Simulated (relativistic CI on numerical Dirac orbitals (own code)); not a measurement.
# Ti4+ in a cubic cluster: 2p photoemission with charge transfer

Computed with a charge-transfer multiplet model of a cubic metal-ligand cluster with up to 2 ligand holes, Slater and spin-orbit integrals from Dirac-Coulomb-Breit ions, Slater integrals scaled by 0.9. The parameters are those of a tetrahedral site (10Dq negative, t2 hopping the larger). The ground state mixes d0 with configurations of k ligand holes L, whose averages lie at kΔ + k(k − 1)U_dd/2; a core hole lowers each added d electron by U_cd. 300 K, Lorentzian 0.6 eV and Gaussian 0.8 eV FWHM.

Atomic integrals in eV (Slater integrals scaled, ζ unscaled), ground: F2dd 7.400, F4dd 4.602, zeta_d 0.013; with the core hole: F2dd 7.400, F4dd 4.602, zeta_d 0.032, zeta_core 3.740, F2cd 5.699, G1cd 4.259, G3cd 2.418. Where a configuration has fewer than two d electrons, the dd integrals are those of d2.

Cluster parameters (eV): Δ = 0.5, U_dd = 4.9, U_cd = 6.4, 10Dq = -0.15, 10Dq(ligand) = 0, final-state hopping factor = 0.9.

Weights, n_d and S are thermal averages at 300 K. Binding energies count from the first peak over 30 % of the highest in each spectrum, which can be another peak from case to case. The parameters are a model scan and need not match a compound or its usual spin state. Peaks in eV (height, largest 100): 0.0 (100), 3.3 (8), 6.2 (40), 10.6 (13), 16.9 (6).

(1) Which parameters give this spectrum?
A. V(eg) = 2.05 eV, V(t2g) = -3.48 eV
B. V(eg) = 1.15 eV, V(t2g) = -1.95 eV
C. V(eg) = 0.55 eV, V(t2g) = -0.93 eV

Results:

(1) B. V(eg) = 1.15 eV, V(t2g) = -1.95 eV; the ground state then has 0.86 d electrons and S = 0.00. The choice follows from running the model for each set and comparing peak positions and heights. The space is cut while the next configuration still counts.
